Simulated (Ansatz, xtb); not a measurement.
Relaxing a trial structure of ClGeH4OSi

The starting geometry of this gas-phase doublet was built from a drawn formula by distance geometry and a force field; its bonds are those of `[O][SiH2][GeH2][Cl]`.

```yaml
atoms:
  - { symbol: Cl, position_ang: [0.5710, 2.7980, -1.7915] }
  - { symbol: Ge, position_ang: [-0.7776, 1.2712, -0.9648] }
  - { symbol: O, position_ang: [-2.1036, 0.5579, -3.9094] }
  - { symbol: Si, position_ang: [-1.2818, -0.2655, -2.5952] }
  - { symbol: H, position_ang: [-0.0803, -0.9195, -3.0858] }
  - { symbol: H, position_ang: [-2.1535, -1.2917, -2.0523] }
  - { symbol: H, position_ang: [-0.0228, 0.5863, 0.1672] }
  - { symbol: H, position_ang: [-2.0646, 1.9847, -0.4441] }
```

Question: Predict what becomes of its bonds when it is optimised with r2SCAN-D4/def2-SVP.

Answer: It keeps its bonds, and is `[O][SiH2][GeH2][Cl]`.

The energy falls by 0.39 eV over 13 steps:

```csv
step,E − E(last) (eV)
1,0.386
2,0.208
4,0.037
5,0.012
6,0.007
8,0.001
9,0.000
10,0.000
12,0.000
13,0.000
```

Final geometry (Å):

```xyz
8

Cl    0.8071    2.4907   -1.7677
Ge   -0.8425    1.3194   -0.9974
O    -2.3299    0.6777   -3.3539
Si   -1.3028   -0.3829   -2.6960
H    -0.0154   -0.6940   -3.3842
H    -1.8606   -1.5994   -2.0275
H    -0.3452    0.6536    0.3037
H    -2.0241    2.2563   -0.7525
```

From the same start GFN2-xTB ends elsewhere, in pieces: ClGeH2 + H2OSi.

The end wasn't checked by frequencies. Open shells are spin-unrestricted. Run with Ansatz 0.2.0, 58 s on 2 threads of Intel(R) Xeon(R) 6975P-C (Granite Rapids), on a shared host.
